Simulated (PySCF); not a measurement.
**Electron correlation in Xe²⁺ (xenon, charge +2)**

[Kr] 4d10 5s2 5p4, high-spin 3P determinant. Computed with PySCF 2.14 in aug-cc-pwCVDZ-PP with ECP28MDF (6s5p4d1f, 48 functions), with a scalar-relativistic core potential. Frozen: 4s2 4p6 4d10; 6 electrons correlated.

MP2 pair energies summed by pair of shells (mhartree):

| pair | energy | share (%) |
| --- | --- | --- |
| 5p-5p | -34.33 | 48.3 |
| 5s-5p | -31.23 | 43.9 |
| 5s-5s | -5.57 | 7.8 |

Total MP2 correlation energy: -71.12 mhartree.

Same-spin part -17.26 and opposite-spin part -53.87 mhartree; SCS-MP2 scales them by 1/3 and 6/5 to -70.39 mhartree.
